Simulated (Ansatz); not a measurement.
Two structures of GeSiH8S, closed shell, reached by relaxing down either side of one saddle point (PBE0-D4/def2-TZVP). Energies are electronic, without zero-point energy. Program: Ansatz 0.2.0. Basis: def2-TZVPP and def2-QZVPP. Cores are frozen in the correlated methods. Filled d shells of the heavier atoms are correlated. The def2 sets are not built for correlating such inner shells, so the correlated values are less sure here. Extrapolation: Hartree–Fock as exp(−7.88 √X), correlation as X^−2.97. First:

```xyz
11
angstrom
Ge -1.5304 0.2454 -0.0464
Si -0.0667 -1.5197 0.5831
H -1.2262 0.7335 -1.4717
H -1.4280 1.4318 0.9222
H -2.9808 -0.2749 -0.0234
H 2.7373 1.3151 0.0342
S 1.8628 2.1946 -0.4764
H -0.4076 -1.9992 1.9492
H -0.2099 -2.6573 -0.3649
H 1.3528 -1.0792 0.5775
H 1.8967 1.6100 -1.6833
```

Second:

```tsv
atom	x (Å)	y (Å)	z (Å)
Ge1	-1.2310	1.6065	-0.5328
Si2	0.8512	-1.9693	0.8598
H3	-1.9722	1.8624	-1.8540
H4	-1.8715	2.3996	0.6115
H5	-1.2402	0.1021	-0.2177
H6	1.5946	-0.7055	0.6320
S7	0.8578	2.3583	-0.6532
H8	-0.2231	-1.7430	1.8598
H9	0.2438	-2.4247	-0.4174
H10	1.7789	-3.0154	1.3607
H11	1.2116	1.5291	-1.6485
```

(1) Which bonds change from the first to the second?

(2) Give the saddle point's structure and its height above each. (Judge from chemistry; the value comes from the calculation.)

The T1 diagnostic stays at or below 0.015. The start structure is not quite a true minimum (one mode of 25i cm⁻¹). The end structure is not quite a true minimum (one mode of 40i cm⁻¹).

## Answers

(1) GeSiH₆ ([SiH3][GeH3]) + H₂S → GeH₄S ([SH][GeH3]) + SiH₄; bonds formed: Ge1–S7, Si2–H6; bonds broken: Ge1–Si2, H6–S7.

(2) Computed: 250.7 kJ/mol above the first and 274.0 kJ/mol above the second (CCSD(T) at an estimated basis limit (MP2 extrapolated from triple and quadruple zeta, plus CCSD(T) − MP2 in triple zeta)).
```xyz
11
angstrom
Ge -1.0073 0.7868 -0.1984
Si 0.4065 -1.3871 0.5966
H -1.2498 1.2179 -1.6481
H -1.3057 1.7626 0.9391
H -1.9597 -0.4469 0.0062
H 0.7638 0.2891 0.1137
S 1.4050 1.8992 -0.3913
H -0.4090 -1.5735 1.8222
H -0.0740 -2.2577 -0.5053
H 1.8382 -1.6771 0.8840
H 1.5921 1.3867 -1.6184
```

Labels in which every atom is bracketed show which atoms are joined, not bond orders.

For scale, one of the runs: CCSD(T)/def2-TZVPP, 244 basis functions, launched by `ansatz run in.yaml --threads 4 --pin off --events-out ev --progress --plain --max-ram 9574MiB`. The run took 2.4 min on 4 CPU threads of an Arm Neoverse V1 (shared host), with 4.4 GiB of host memory at its peak.
